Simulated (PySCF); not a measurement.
# Radial density of Ho⁶⁶⁺ (holmium, charge +66)

M06, 1s1, 2S determinant. Computed with PySCF 2.14 in an uncontracted even-tempered set (17 s from 180 bohr⁻², ratio 2; 7 p from 270 bohr⁻², ratio 2.2; 4 d from 800 bohr⁻², ratio 2.2; 4 f from 1200 bohr⁻², ratio 2.2; 3 g from 1800 bohr⁻², ratio 2.2; 2 h from 2700 bohr⁻², ratio 2.2), with no relativity, point nucleus.

```tsv
r (bohr)	4πr²ρ (e/bohr)	4πr²(ρα − ρβ)
0.000373	0.1592	0.1592
0.000628	0.4355	0.4355
0.00106	1.163	1.1635
0.00178	2.990	2.9899
0.00299	7.194	7.1943
0.00502	15.50	15.4960
0.00845	27.69	27.6868
0.0142	36.17	36.1673
0.0239	27.92	27.9226
0.0402	8.897	8.8973
0.0676	0.6396	0.6396
0.114	0.003789	0.0038
```

A non-relativistic calculation at this Z misses sizeable relativistic shifts. For one electron the Hartree and exchange-correlation energies should cancel; what remains is the self-interaction error.
